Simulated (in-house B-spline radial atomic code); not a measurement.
RPA and G0W0 for the krypton ion Kr³⁺, [Ar] 3d10 4s2 4p3, highest spin, as one setting changes: the highest l of the empty states. Start: PBE0. A dash marks a level of low quasi-particle weight. Computed with a B-spline radial code for spherical atoms: all electrons, scalar-relativistic (spin-free one-electron X2C), finite nucleus, each spin shell either full or empty, empty states to the listed l with an (l + 1/2)⁻⁴ tail; G0W0 by contour deformation at full frequency.

```json
{"highest l of the empty states": "4", "RPA summed (Eh)": "-2.1184", "RPA extrapolated (Eh)": "-2.419", "G0W0 level (eV)": "4p up -51.52"}
{"highest l of the empty states": "5", "RPA summed (Eh)": "?", "RPA extrapolated (Eh)": "?", "G0W0 level (eV)": "?"}
{"highest l of the empty states": "6", "RPA summed (Eh)": "?", "RPA extrapolated (Eh)": "?", "G0W0 level (eV)": "?"}
{"highest l of the empty states": "7", "RPA summed (Eh)": "-2.3483", "RPA extrapolated (Eh)": "-2.4177", "G0W0 level (eV)": "4p up -51.50"}
{"highest l of the empty states": "8", "RPA summed (Eh)": "-2.367", "RPA extrapolated (Eh)": "-2.4113", "G0W0 level (eV)": "4p up -51.50"}
{"highest l of the empty states": "9", "RPA summed (Eh)": "-2.3781", "RPA extrapolated (Eh)": "-2.408", "G0W0 level (eV)": "4p up -51.50"}
{"highest l of the empty states": "10", "RPA summed (Eh)": "-2.3851", "RPA extrapolated (Eh)": "-2.4062", "G0W0 level (eV)": "4p up -51.50"}
{"highest l of the empty states": "11", "RPA summed (Eh)": "-2.3896", "RPA extrapolated (Eh)": "-2.4051", "G0W0 level (eV)": "4p up -51.50"}
```

**Question.** What belongs in the row for 5?

**Answer.** RPA summed (Eh): -2.2502; RPA extrapolated (Eh): -2.4337; G0W0 level (eV): 4p up -51.52.

**Question.** What belongs in the row for 6?

**Answer.** RPA summed (Eh): -2.3144; RPA extrapolated (Eh): -2.4247; G0W0 level (eV): 4p up -51.51.
